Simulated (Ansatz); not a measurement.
The cluster B8N⁺. Charge 1, multiplicity 1. Geometry PBE0-D4/def2-SVP, basis def2-TZVP, Ansatz.

```xyz
9

N     2.130    0.986   -0.906
B     1.768    0.565    0.307
B     0.917    0.805   -1.431
B    -0.607   -0.928    1.715
B    -1.809   -0.589   -0.742
B    -0.620    0.259   -1.380
B    -1.844   -1.089    0.751
B     0.716   -0.117    1.352
B    -0.651    0.108    0.333
```

| run | HOMO (eV) | LUMO (eV) |
| --- | --- | --- |
| A | -14.07 | -7.89 |
| B | -11.37 | -10.77 |
| C | -14.20 | -7.79 |
| D | -11.51 | -10.63 |
| E | -13.31 | -8.74 |
| F | -12.24 | -9.91 |

The structure comes from a short search, and lower isomers may exist.

Task: The runs used CAM-B3LYP, PBE, PBE0, r2SCAN, ωB97M-V, ωB97X-V. Estimate which is which.

Result: A ωB97M-V (range-separated); B PBE (0 % exact exchange); C ωB97X-V (range-separated); D r2SCAN (0 % exact exchange); E CAM-B3LYP (range-separated); F PBE0 (25 % exact exchange). Exact exchange lowers occupied and raises empty levels; among semilocal functionals meta-GGAs tend to open the gap a little, and such runs are hard to tell apart. The gap grows from 0.60 eV (PBE) to 6.41 eV (ωB97X-V).
